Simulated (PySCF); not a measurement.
AuCl: a base run and its variants

Base input, run as `python input.py` with PySCF 2.14:

```python
from pyscf import gto, dft
from pyscf.geomopt.geometric_solver import optimize

mol = gto.M(
    atom='Au 0 0 0; Cl 0 0 1.975',
    basis='def2-svpd',
    ecp={'Au': 'def2-svpd'},
    charge=0,
    spin=0,
    verbose=4,
)
mf = dft.UKS(mol, xc='o3lyp')
mf.kernel()
mol_eq = optimize(mf, maxsteps=30)
print('optimised geometry (angstrom)')
print(mol_eq.tostring('raw'))
print('orbital energies (hartree):', [e[max(0, n-3):n+3].round(4) for e, n in zip(mf.mo_energy, mol.nelec)])
```

Base result: E(SCF) = -595.935555 Eh, 11 cycles, all at the start geometry; optimised bond 2.277 Å with E = -595.968654 Eh after 6 steps. The last line lists the levels of the start geometry. No search for the lowest solution was made, and open d or f shells often end in a higher one.

Wall time 49 s on one thread of a shared host.

Each row names what differs from the base; energies in brackets are changes from the base.

```tsv
change	result
step after the SCF: optimize → mp2; SCF type: UKS → UHF; functional: o3lyp → none (Hartree–Fock); frozen orbitals: default → 5	E(SCF) = -594.123000 Eh, 14 cycles, E(MP2) − E(SCF) = -0.50803 Eh, μz(SCF) = -4.56 D
step after the SCF: optimize → stability	E(SCF) = -595.935555 Eh (+0.0000 eV), 11 cycles, μz(SCF) = -3.19 D, internal stable; real -> complex stable
functional: o3lyp → bp86	E(SCF) = -595.955364 Eh, 11 cycles, all at the start geometry; optimised bond 2.271 Å with E = -595.988559 Eh after 6 steps
```
